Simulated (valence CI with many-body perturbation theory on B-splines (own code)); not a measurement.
## Forbidden lines of Pb LXXVI

Level of theory: relativistic CI+MBPT: five valence electrons over a frozen Dirac-Fock core [He], radial functions for each j: 9 s, 9 p, 8 d, 6 f, 3 g, 1 h, with the one-electron correlation potential Σ1 (screened to all orders), the two-electron term Σ2, the three-electron term Σ3, Breit, model QED; selected single and double excitations, second order for the rest (own B-spline code, finite nucleus).

The last digits are not significant, and no measured levels were compared; by estimate large intervals hold to a few tenths of a per cent, small ones and those within an open d or f shell to about a per cent. Among the levels kept, up to 1100 cm⁻¹ of a level comes from second order outside the variational space, and about a tenth of that is noise between levels of different J, which matters for small intervals.

Lines 1 to 50 of 63 in falling wavelength, among levels below 14565 eV, chosen from the decays that carry over 1 % of a level's rate. Wavelengths and rates use the calculated energies. Electric multipoles are in the length gauge, E1 and E2 with the static RPA response of the core. Weak lines are less certain than strong ones. Lines between different terms over intervals too small for the method are left out, as are lines whose strength nearly cancels. The highest levels of a list are the least certain.

Levels are named by their leading jj configuration (3d3/2^4 stands for four electrons in 3d with j = 3/2), which in mixed levels can hold well under half, so a name can repeat and another be missing. Letters in brackets count levels of one name in rising energy.

```csv
λ vac (nm),Upper,Lower,Type,A (s⁻¹),Branch %
0.5502,(2s^2 2p1/2 2p3/2^2) J=3/2,(2s^2 2p1/2^2 2p3/2) J=3/2,M1,1.03e+11,99.7
0.5487,(2s^2 2p3/2^3) J=3/2,(2s^2 2p1/2 2p3/2^2) J=1/2,M1,2.58e+10,7.5
0.5455,(2s^2 2p1/2 2p3/2 3p1/2) J=1/2,(2s^2 2p1/2^2 3p1/2) J=1/2,M1,7.05e+10,2.1
0.5447,(2s^2 2p1/2 2p3/2^2) J=5/2,(2s^2 2p1/2^2 2p3/2) J=3/2,M1,1.71e+10,94.5
0.5447,(2s^2 2p1/2 2p3/2^2) J=5/2,(2s^2 2p1/2^2 2p3/2) J=3/2,E2,9.97e+08,5.5
0.5440,(2s^2 2p1/2 2p3/2 3p1/2) J=3/2 [a],(2s^2 2p1/2^2 3p1/2) J=1/2,M1,5.22e+10,1.3
0.5338,(2s^2 2p3/2^3) J=3/2,(2s^2 2p1/2 2p3/2^2) J=5/2,M1,2.79e+10,8.1
0.5300,(2s^2 2p1/2 2p3/2^2) J=1/2,(2s^2 2p1/2^2 2p3/2) J=3/2,M1,5.55e+10,98.6
0.5300,(2s^2 2p1/2 2p3/2^2) J=1/2,(2s^2 2p1/2^2 2p3/2) J=3/2,E2,8.20e+08,1.5
0.5286,(2s^2 2p3/2^3) J=3/2,(2s^2 2p1/2 2p3/2^2) J=3/2,M1,1.11e+11,32.3
0.1141,(2s^2 2p1/2 2p3/2 3p1/2) J=1/2,(2s^2 2p1/2 2p3/2^2) J=1/2,M1,5.38e+10,1.6
0.1140,(2s^2 2p1/2 2p3/2 3p1/2) J=3/2 [a],(2s^2 2p1/2 2p3/2^2) J=1/2,E2,5.00e+11,12.3
0.1139,(2s^2 2p1/2 2p3/2 3p1/2) J=5/2,(2s^2 2p1/2 2p3/2^2) J=1/2,E2,9.99e+11,19.4
0.1134,(2s^2 2p1/2 2p3/2 3p1/2) J=1/2,(2s^2 2p1/2 2p3/2^2) J=5/2,E2,1.06e+12,31.0
0.1134,(2s^2 2p1/2^2 3p1/2) J=1/2,(2s^2 2p1/2^2 2p3/2) J=3/2,E2,5.16e+12,94.8
0.1134,(2s^2 2p1/2^2 3p1/2) J=1/2,(2s^2 2p1/2^2 2p3/2) J=3/2,M1,1.64e+11,3.0
0.1134,(2s^2 2p1/2 2p3/2 3p1/2) J=3/2 [a],(2s^2 2p1/2 2p3/2^2) J=5/2,M1,9.92e+10,2.4
0.1134,(2s^2 2p1/2 2p3/2 3p1/2) J=3/2 [a],(2s^2 2p1/2 2p3/2^2) J=5/2,E2,4.96e+10,1.2
0.1133,(2s^2 2p1/2 2p3/2 3p1/2) J=3/2 [b],(2s^2 2p1/2 2p3/2^2) J=1/2,E2,4.93e+11,6.4
0.1132,(2s^2 2p1/2 2p3/2 3p1/2) J=5/2,(2s^2 2p1/2 2p3/2^2) J=5/2,E2,2.92e+12,56.5
0.1132,(2s^2 2p1/2 2p3/2 3p1/2) J=5/2,(2s^2 2p1/2 2p3/2^2) J=5/2,M1,7.82e+10,1.5
0.1132,(2s^2 2p1/2 2p3/2 3p1/2) J=1/2,(2s^2 2p1/2 2p3/2^2) J=3/2,E2,1.59e+12,46.6
0.1132,(2s^2 2p1/2 2p3/2 3p1/2) J=1/2,(2s^2 2p1/2 2p3/2^2) J=3/2,M1,1.40e+11,4.1
0.1131,(2s^2 2p1/2 2p3/2 3p1/2) J=3/2 [a],(2s^2 2p1/2 2p3/2^2) J=3/2,E2,3.10e+12,76.3
0.1130,(2s^2 2p1/2 2p3/2 3p1/2) J=5/2,(2s^2 2p1/2 2p3/2^2) J=3/2,E2,7.29e+11,14.1
0.1127,(2s^2 2p1/2 2p3/2 3p1/2) J=3/2 [b],(2s^2 2p1/2 2p3/2^2) J=5/2,E2,2.87e+12,37.1
0.1125,(2s^2 2p1/2 2p3/2 3p1/2) J=3/2 [b],(2s^2 2p1/2 2p3/2^2) J=3/2,E2,2.47e+11,3.2
0.1071,(2s^2 2p1/2 2p3/2 3p3/2) J=3/2 [b],(2s^2 2p1/2 2p3/2^2) J=1/2,E2,9.69e+11,14.0
0.1070,(2s 2p1/2^2 2p3/2 3p3/2) J=7/2,(2s 2p1/2^2 2p3/2^2) J=5/2,E2,1.75e+12,4.3
0.1070,(2s^2 2p1/2 2p3/2 3p3/2) J=5/2 [b],(2s^2 2p1/2 2p3/2^2) J=1/2,E2,1.04e+12,11.9
0.1069,(2s 2p1/2^2 2p3/2 3p3/2) J=1/2 [b],(2s 2p1/2^2 2p3/2^2) J=3/2,E2,3.16e+12,4.9
0.1069,(2s^2 2p1/2 2p3/2 3p3/2) J=5/2 [a],(2s^2 2p1/2 2p3/2^2) J=5/2,E2,4.10e+11,5.2
0.1068,(2s^2 2p1/2 2p3/2 3p3/2) J=1/2 [a],(2s^2 2p1/2 2p3/2^2) J=5/2,E2,4.56e+11,4.6
0.1068,(2s^2 2p1/2 2p3/2 3p3/2) J=3/2 [a],(2s^2 2p1/2 2p3/2^2) J=5/2,E2,1.31e+12,14.3
0.1067,(2s^2 2p1/2^2 3p3/2) J=3/2,(2s^2 2p1/2^2 2p3/2) J=3/2,E2,2.60e+12,36.3
0.1067,(2s^2 2p1/2 2p3/2 3p3/2) J=7/2,(2s^2 2p1/2 2p3/2^2) J=5/2,E2,1.85e+12,21.0
0.1066,(2s^2 2p1/2 2p3/2 3p3/2) J=5/2 [a],(2s^2 2p1/2 2p3/2^2) J=3/2,E2,1.62e+12,20.5
0.1066,(2s^2 2p1/2 2p3/2 3p3/2) J=1/2 [a],(2s^2 2p1/2 2p3/2^2) J=3/2,E2,1.68e+12,16.9
0.1066,(2s^2 2p1/2 2p3/2 3p3/2) J=3/2 [a],(2s^2 2p1/2 2p3/2^2) J=3/2,E2,5.92e+11,6.4
0.1065,(2s^2 2p1/2 2p3/2 3p3/2) J=7/2,(2s^2 2p1/2 2p3/2^2) J=3/2,E2,2.10e+11,2.4
0.1065,(2s^2 2p1/2 2p3/2 3p3/2) J=3/2 [b],(2s^2 2p1/2 2p3/2^2) J=5/2,E2,1.30e+11,1.9
0.1062,(2s^2 2p1/2 2p3/2 3p3/2) J=1/2 [b],(2s^2 2p1/2 2p3/2^2) J=5/2,E2,3.55e+12,27.3
0.1059,(2s^2 2p1/2 2p3/2 3p3/2) J=1/2 [b],(2s^2 2p1/2 2p3/2^2) J=3/2,E2,1.69e+12,13.0
0.1058,(2s 2p1/2^2 2p3/2 3p3/2) J=1/2 [b],(2s 2p1/2^2 2p3/2^2) J=5/2,E2,9.46e+11,1.5
0.1046,(2s 2p1/2^2 2p3/2 3d5/2) J=9/2,(2s 2p1/2^2 2p3/2^2) J=5/2,M2,1.74e+11,48.1
0.1046,(2s 2p1/2^2 2p3/2 3d5/2) J=9/2,(2s 2p1/2^2 2p3/2^2) J=5/2,E3,1.10e+10,3.1
0.1042,(2s^2 2p1/2 2p3/2 3d5/2) J=9/2,(2s^2 2p1/2 2p3/2^2) J=5/2,M2,1.73e+11,46.7
0.1042,(2s^2 2p1/2 2p3/2 3d5/2) J=9/2,(2s^2 2p1/2 2p3/2^2) J=5/2,E3,1.13e+10,3.1
0.08933,(2s^2 2p1/2 2p3/2 3p3/2) J=5/2 [a],(2s^2 2p1/2^2 2p3/2) J=3/2,E2,6.00e+11,7.6
0.08930,(2s^2 2p1/2 2p3/2 3p3/2) J=1/2 [a],(2s^2 2p1/2^2 2p3/2) J=3/2,E2,1.26e+12,12.6
```
